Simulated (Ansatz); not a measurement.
Basis-set extrapolation for C2H7AlOSi (`[SiH3][Al]1[CH2]C[O]1`) (PBE0-D4/def2-TZVP geometry, frozen core, Ansatz 0.2.0). Multiplicity 1, RHF reference.

|  | def2-TZVPP | def2-QZVPP |
| --- | --- | --- |
| HF | -685.614672 | -685.637792 |
| MP2 correlation | -0.776201 | -0.831043 |
| CCSD(T) correlation | -0.858484 | not run |

Energies in hartree. Use E(X) = E(∞) + A·exp(−7.88·√X) for Hartree–Fock and E(X) = E(∞) + B·X^(−2.97) for correlation, with X = 3 and 4, and add CCSD(T) minus MP2 of the smaller set to the MP2 limit.

**Question.** What is the CCSD(T) energy at the basis-set limit?

**Answer.** HF limit: -685.637792 + (-0.023120) × 0.13774 = -685.64098. MP2 limit: -0.831043 + (-0.054842) × 0.74074 = -0.87167. Higher-order term: -0.858484 − (-0.776201) = -0.08228. Total: -686.59493 hartree, 319.7 kJ/mol below CCSD(T)/def2-TZVPP.
